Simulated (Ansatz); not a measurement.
Al(Me)(SiH3)2 (CH₉AlSi₂), SMILES [CH3][Al]([SiH3])[SiH3].

Geometry: ωB97X-D3(BJ)/def2-SVP. The structure was generated by enumeration; whether it is a known compound was not checked.

Two levels are set side by side: PBE/def2-SVPD (Ansatz, a program for electronic structure) and PBE0/def2-SVPD (Ansatz). Energy differences of separate SCF runs at the same geometry; the states with an electron removed or added have multiplicity 2 and 2. Differences are taken from unrounded values.

| quantity | PBE0 |
|---|---|
| vertical ionisation energy (eV) | 8.82 |
| vertical electron affinity (eV) | 0.61 |
| vertical singlet–triplet gap (eV) | 3.23 |

Task: What does PBE give, and how far is it from PBE0? (An estimate is asked for; the answer gives what the named calculation found.)

Result: 
```csv
quantity,PBE,PBE minus PBE0
vertical ionisation energy (eV),8.63,-0.20
vertical electron affinity (eV),0.63,0.02
vertical singlet–triplet gap (eV),3.04,-0.19
```
